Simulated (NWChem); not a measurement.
Species: BHIF; SMILES FBI

```xyz
4

B     -0.5834    -1.4561     0.0000
F      0.3229    -2.3998     0.0000
H     -1.7544    -1.7328     0.0000
I      0.0333     0.5776     0.0000
```
Atoms are numbered in this order, from 1.

Geometry: optimised at PBE0/def2-SVP. Not confirmed as a minimum by frequencies. def2 effective core potentials on I; no spin-orbit coupling.

Symmetry labels are those of Cs in the frame above (b1 and b2, or b-type labels, depend on it).

### Question
List the 4 lowest vertical singlet excitations from PBE0/def2-SVPD with def2 effective core potentials on I, TDA (NWChem).

### Answer
| state | energy (eV) | oscillator strength | symmetry | leading excitation (squared amplitude) |
|---|---|---|---|---|
| S1 | 4.83 | 0.000 | a" | HOMO → LUMO (1.00) |
| S2 | 5.81 | 0.101 | a' | HOMO−1 → LUMO (0.91) |
| S3 | 6.21 | 0.000 | a" | HOMO−2 → LUMO (0.98) |
| S4 | 6.67 | 0.013 | a' | HOMO → LUMO+1 (0.97) |
